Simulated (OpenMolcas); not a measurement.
## Al III: CASPT2 settings compared

| Quantity | Value |
| --- | --- |
| Program | OpenMolcas |
| Basis | ANO-RCC-VDZP [4s3p1d] |
| Scalar Hamiltonian | DKH2, point nucleus |
| Active space | 1 electron in 4 orbitals (3s 3p) |
| State averaging | 2S+1 = 2 even, 1 root; 2S+1 = 2 odd, 3 roots |
| Spin-orbit coupling | RASSI with atomic mean-field integrals over the reference wave functions, term energies averaged over their components |

Methods on the same reference wave functions:
A. CASSCF
B. SS-CASPT2, IPEA 0.5 Eh, imaginary shift 0.4 Eh (closed shells correlated: 2s 2p)
C. XMS-CASPT2, IPEA 0 Eh, imaginary shift 0.4 Eh (closed shells correlated: 2s 2p)

Energies in eV above 3s 2S 1/2, the measured ground level; measured values from NIST levels in Kelleher and Podobedova, J. Phys. Chem. Ref. Data 37, 709 (2008).

```tsv
Level	A	B	C	Measured
3s 2S 1/2	0.0000	0.0000	0.0000	0.0000
3p 2P* 1/2	7.0070	7.019	7.017	6.6558
3p 2P* 3/2	7.0325	7.044	7.042	6.6848
```

Deviations, from unrounded energies. A percentage is the sum of absolute deviations over the sum of measured energies, with the sign that they share, or ± where signs differ.

| Against measurement | Levels | A | B | C |
| --- | --- | --- | --- | --- |
| mean absolute deviation (cm-1) | 2 | 2800 | 2900 | 2900 |
| other configurations (%) | 2 | +5.2 | +5.4 | +5.4 |

A, B, C lie about equally close to measurement. The largest miss of A in the table is 3p 2P* 1/2, by +2800 cm-1. The ranking rests on the paired levels alone, and a cruder setting can come out closer through cancelling errors.

Between B and C the level of the table that moves most is 3p 2P* 1/2, by 16 cm-1 (lowest in C, highest in B).

The lowest spin-free term lies below A's lowest term by 0.033 hartree in B, 0.033 hartree in C.

With one active electron the reference holds no correlation, so core polarisation is missing (holds for A). With one active electron, CASPT2 adds the correlation within the correlated inactive shells and between them and that electron, and leaves the splitting within a term as the reference gives it (holds for B; C). Measured partners are found by configuration, term and J. A level has none where our copy of the source lacks it or the pairing is in doubt (some pairs that miss far off the trend of their configuration count as doubtful), and it then counts in no deviation. Only configurations of the active space appear.

* marks odd parity.
